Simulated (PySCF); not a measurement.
**`Cc1cc[n+]([O-])cc1`, C6H7NO**

Geometry (Å), atoms numbered from 1 in this order:
```xyz
15

C     2.4274   -0.2490   -0.2088
C     0.9409   -0.0969   -0.1040
C     0.0861   -1.1971    0.0266
C    -1.2849   -1.0455    0.0913
N    -1.8771    0.1876    0.0310
O    -3.1207    0.3123    0.0910
C    -1.0591    1.2788   -0.0920
C     0.3144    1.1531   -0.1588
H     2.7801   -1.1370    0.3354
H     2.7430   -0.3629   -1.2599
H     2.9510    0.6294    0.1953
H     0.4909   -2.2106    0.0829
H    -1.9966   -1.8636    0.1953
H    -1.5993    2.2241   -0.1271
H     0.9066    2.0666   -0.2546
```

The calculation used quadratic response CAM-B3LYP/aug-cc-pVDZ first hyperpolarisability, Taylor convention, gas phase (PySCF). Geometry: PBE0-D3(BJ)/def2-SVP.

**Question.** Give the tensor of the second harmonic β(−2ω;ω,ω) at 1064 nm in the axes of these coordinates.

**Answer.** In au, Taylor convention; rows are the first index (the induced dipole):
|  | xx | yy | zz | xy | xz | yz |
| --- | --- | --- | --- | --- | --- | --- |
| x | -234.3 | -14.4 | -38.7 | +20.7 | +14.7 | -4.1 |
| y | +19.8 | +3.8 | +5.6 | -22.5 | -3.2 | -5.4 |
| z | +13.9 | -6.2 | +11.1 | -3.2 | -35.3 | +5.3 |

Norm of βᵢ = ⅓ Σⱼ (βᵢⱼⱼ + βⱼᵢⱼ + βⱼⱼᵢ): 292.7 au, hyper-Rayleigh value 111.4 au.
